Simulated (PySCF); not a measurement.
NbOBr2, SMILES [O]=[Nb]([Br])[Br] (connectivity only; charge and spin as stated), neutral, multiplicity 2.

Geometry optimised at B3LYP-D3(BJ)/def2-SVP. The multiplicity is an assumed one; other spin states were not compared. The def2 effective core potentials stand for the cores of Nb; spin–orbit coupling is left out.

All values below come from TDA-CAM-B3LYP/def2-SVPD in PySCF.

Vertical excitations. Isolated molecule, no solvent.

| state | energy (eV) | λ (nm) | f | main pairs |
|---|---|---|---|---|
| root 1 | 0.68 | 1825 | 0.000 | α HOMO→LUMO 97 % |
| root 2 | 2.22 | 558 | 0.003 | α HOMO→LUMO+1 94 % |
| root 3 | 3.42 | 362 | 0.001 | α HOMO→LUMO+3 96 % |
| root 4 | 3.74 | 331 | 0.010 | α HOMO→LUMO+2 92 % |
| root 5 | 3.91 | 317 | 0.000 | α HOMO−1→LUMO 93 % |
| root 6 | 4.11 | 302 | 0.000 | α HOMO−3→LUMO 89 % |
| root 7 | 4.12 | 301 | 0.007 | α HOMO−2→LUMO 65 %, β HOMO−2→LUMO+1 29 % |
| root 8 | 4.19 | 296 | 0.001 | α HOMO−4→LUMO 58 %, β HOMO−3→LUMO+1 35 % |
| root 9 | 4.26 | 291 | 0.000 | β HOMO→LUMO+1 94 % |
| root 10 | 4.43 | 280 | 0.000 | β HOMO−1→LUMO+1 92 % |
Unrestricted roots are not spin-pure.
